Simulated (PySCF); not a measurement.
Isomers of [C8H16OP]+ (charge +1), mass 159.094 u with the commonest isotopes. Theory: PySCF, PBE0-D3(BJ)/def2-SVP geometry optimisation, gas phase. One conformer each, none proved a minimum here; rigid rotors.

Question: Order these by rotational constant A, smallest first.
A. `[CH3:1][O:2][CH2:3][P@@H+:4]([CH3:5])[C:6]1=[CH:7][CH2:8][CH2:9][CH2:10]1` (charge +1) with C1–O2–C3–P4 178°, O2–C3–P4–C5 52°, C3–P4–C6–C7 -121°, C6–C7–C8–C9 13°, C7–C8–C9–C10 -21°, C8–C9–C10–C6 21°, P4–C6–C10–C9 169°
B. `[CH3:1][CH2:2][P+:3]1([CH3:4])[CH2:5][CH2:6][C:7](=[O:8])[CH2:9][CH2:10]1` (charge +1) with C1–C2–P3–C4 -177°, C2–P3–C5–C6 177°, P3–C5–C6–C7 -40°, C5–C6–C7–O8 157°, C6–C7–C9–C10 68°
C. `[CH3:1]/[CH:2]=[CH:3]\[P@@H+:4]([CH2:5][CH3:6])[CH2:7][C:8]([CH3:9])=[O:10]` (charge +1) with C2–C3–P4–C5 133°, C3–P4–C5–C6 -178°, C3–P4–C7–C8 70°, P4–C7–C8–C9 -177°
D. `[CH2:1]=[C:2]([CH3:3])[P+:4]1([CH3:5])[CH2:6][CH2:7][O:8][CH2:9][CH2:10]1` (charge +1) with C1–C2–P4–C5 -153°, C2–P4–C6–C7 97°, P4–C6–C7–O8 -37°, C6–C7–O8–C9 85°, C7–O8–C9–C10 -47°
E. `[CH2:1]1[CH2:2][CH:3]([PH+:4]2[CH2:5][CH2:6][O:7][CH2:8][CH2:9]2)[CH2:10]1` (charge +1) with C2–C3–P4–C5 171°, C10–C1–C2–C3 -11°, C1–C2–C3–P4 -105°, C3–P4–C5–C6 172°, P4–C5–C6–O7 1°

Answer: C (1082 MHz), D (1605 MHz), B (1935 MHz), A (2437 MHz), E (2603 MHz).

Question: Order these by dipole moment (about the centre of mass), smallest first.
A. `[CH2:1]1[CH2:2][CH:3]([PH+:4]2[CH2:5][CH2:6][O:7][CH2:8][CH2:9]2)[CH2:10]1` (charge +1) with C2–C3–P4–C5 171°, C10–C1–C2–C3 -11°, C1–C2–C3–P4 -105°, C3–P4–C5–C6 172°, P4–C5–C6–O7 1°
B. `[CH3:1]/[CH:2]=[CH:3]\[P@@H+:4]([CH2:5][CH3:6])[CH2:7][C:8]([CH3:9])=[O:10]` (charge +1) with C2–C3–P4–C5 133°, C3–P4–C5–C6 -178°, C3–P4–C7–C8 70°, P4–C7–C8–C9 -177°
C. `[CH3:1][CH2:2][P+:3]1([CH3:4])[CH2:5][CH2:6][C:7](=[O:8])[CH2:9][CH2:10]1` (charge +1) with C1–C2–P3–C4 -177°, C2–P3–C5–C6 177°, P3–C5–C6–C7 -40°, C5–C6–C7–O8 157°, C6–C7–C9–C10 68°
D. `[CH3:1][O:2][CH2:3][P@@H+:4]([CH3:5])[C:6]1=[CH:7][CH2:8][CH2:9][CH2:10]1` (charge +1) with C1–O2–C3–P4 178°, O2–C3–P4–C5 52°, C3–P4–C6–C7 -121°, C6–C7–C8–C9 13°, C7–C8–C9–C10 -21°, C8–C9–C10–C6 21°, P4–C6–C10–C9 169°

Answer: D (1.12 D), A (1.88 D), B (3.11 D), C (5.72 D).

Question: Order these by out-of-plane moment Σ m c² = (Ia + Ib − Ic)/2, largest first.
A. `[CH3:1][CH2:2][P+:3]1([CH3:4])[CH2:5][CH2:6][C:7](=[O:8])[CH2:9][CH2:10]1` (charge +1) with C1–C2–P3–C4 -177°, C2–P3–C5–C6 177°, P3–C5–C6–C7 -40°, C5–C6–C7–O8 157°, C6–C7–C9–C10 68°
B. `[CH3:1]/[CH:2]=[CH:3]\[P@@H+:4]([CH2:5][CH3:6])[CH2:7][C:8]([CH3:9])=[O:10]` (charge +1) with C2–C3–P4–C5 133°, C3–P4–C5–C6 -178°, C3–P4–C7–C8 70°, P4–C7–C8–C9 -177°
C. `[CH2:1]1[CH2:2][CH:3]([PH+:4]2[CH2:5][CH2:6][O:7][CH2:8][CH2:9]2)[CH2:10]1` (charge +1) with C2–C3–P4–C5 171°, C10–C1–C2–C3 -11°, C1–C2–C3–P4 -105°, C3–P4–C5–C6 172°, P4–C5–C6–O7 1°
D. `[CH3:1][O:2][CH2:3][P@@H+:4]([CH3:5])[C:6]1=[CH:7][CH2:8][CH2:9][CH2:10]1` (charge +1) with C1–O2–C3–P4 178°, O2–C3–P4–C5 52°, C3–P4–C6–C7 -121°, C6–C7–C8–C9 13°, C7–C8–C9–C10 -21°, C8–C9–C10–C6 21°, P4–C6–C10–C9 169°
E. `[CH2:1]=[C:2]([CH3:3])[P+:4]1([CH3:5])[CH2:6][CH2:7][O:8][CH2:9][CH2:10]1` (charge +1) with C1–C2–P4–C5 -153°, C2–P4–C6–C7 97°, P4–C6–C7–O8 -37°, C6–C7–O8–C9 85°, C7–O8–C9–C10 -47°

Answer: E (119.19 u·Å²), A (113.52 u·Å²), B (57.15 u·Å²), C (44.36 u·Å²), D (39.85 u·Å²).

```csv
SMILES,point group,Ia (u·Å²),Ib (u·Å²),Ic (u·Å²),κ,μa (D),μb (D),μc (D)
C/C=C\[P@@H+](CC)CC(C)=O,C1,467.02,537.65,890.37,0.45,2.61,1.08,1.31
C1CC([PH+]2CCOCC2)C1,near Cs,194.17,739.71,845.16,-0.91,0.51,0.01,1.81
C=C(C)[P+]1(C)CCOCC1,C1,314.92,510.93,587.47,-0.65,1.51,2.82,0.23
COC[P@@H+](C)C1=CCCC1,C1,207.36,922.92,1050.58,-0.93,0.62,0.86,0.35
CC[P+]1(C)CCC(=O)CC1,C1,261.15,652.25,686.36,-0.94,5.68,0.55,0.41
```
